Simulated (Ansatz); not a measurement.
Reaction (formal exchange of groups at the Si–S bond): `C[SiH](S)CO` + `FCCCS` → `C[SiH](F)CO` + `SCCCS`

Isolated molecules relaxed with PBE0-D4/def2-TZVP in Ansatz; ΔE leaves out vibrations. CBS: MP2 limit from def2 TZ/QZ plus the TZ coupled-cluster correction, frozen cores. Functionals use def2-TZVPP. B3LYP here is the variant with VWN-RPA as its local correlation; programs differ in this. One conformer a species, not always the lowest.

(1) Is it downhill or uphill in electronic energy at CCSD(T)/CBS, and by how much? (Estimate.)

(2) What do these levels give: PBE-D4, ωB97X-V, ωB97M-V, PBE, r2SCAN, B3LYP, MP2/def2-TZVPP, CCSD/def2-TZVPP, CCSD(T)/def2-TZVPP, HF/def2-QZVPP, SCS-MP2/def2-QZVPP, HF/CBS(def2)? (Best estimate.)

Largest T1 diagnostic among the species: 0.011.

Answers

(1) Computed: Downhill: ΔE = -1.07 eV.

(2) Ansatz gave: PBE-D4 -0.87, ωB97X-V -0.98, ωB97M-V -1.00, PBE -0.89, r2SCAN -0.97, B3LYP -1.01, MP2/def2-TZVPP -1.10, CCSD/def2-TZVPP -1.06, CCSD(T)/def2-TZVPP -1.04, HF/def2-QZVPP -1.12, SCS-MP2/def2-QZVPP -1.13, HF/CBS(def2) -1.12 eV.

From PBE to PBE0 (25 % exact exchange), in def2-TZVPP and without D4, ΔE moves by −0.04 eV.
